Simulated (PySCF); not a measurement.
CH3BrMgO.

```xyz
7

Mg     0.0000     0.0000    -0.6023
Br     0.0000     0.0000     1.7530
O      0.0000     0.0000    -2.3767
C      0.0000     0.0000    -3.7614
H     -0.8965     0.5176    -4.1817
H      0.8965     0.5176    -4.1817
H      0.0000    -1.0352    -4.1817
```

Geometry: PBE-D3(BJ)/def2-SVP. The structure was generated by enumeration; whether it is a known compound was not checked. Other conformers were not sampled.

The numbers are results of HF/pcSseg-1 run with PySCF, not measurements. Non-relativistic, no solvent.

Computed absolute GIAO shielding of each atom: isotropic value and principal components (ppm):
```tsv
atom	σ(iso)	σ11	σ22	σ33	span
Mg1	549.2	466.7	466.7	714.1	247.4
Br2	3156.7	3129.9	3170.1	3170.1	40.2
O3	391.4	372.7	400.8	400.8	28.1
C4	139.1	116.1	116.1	185.0	68.9
H5	27.9	23.5	25.6	34.6	11.2
H6	27.9	23.5	25.6	34.6	11.2
H7	27.9	23.5	25.6	34.6	11.2
```
